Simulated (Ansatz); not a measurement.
Input for Ansatz (development build ahead of 0.2.0):

```yaml
crystal:
  periodic: [false, false, false]
  atoms:
    - { symbol: Sc, position_ang: [0.0, 0.0, 0.0] }
    - { symbol: Fe, position_ang: [0.0, 0.0, 2.7784] }
basis:
  gaussian: { orbitals: pcseg-2 }
magnetization:
  spin_polarized: true
  initial_magnetization: 3
hamiltonian:
  xc: pbe0
```

The input is written out in the form of the current development build from the run's settings.

Results

- Converged: yes
- Total energy: -2023.92300 hartree
- Spin squared of the determinant: 4.876
- Stability test: minimum

Caution: another spin multiplicity may lie lower; the unrestricted determinant is a mixture of spin states.
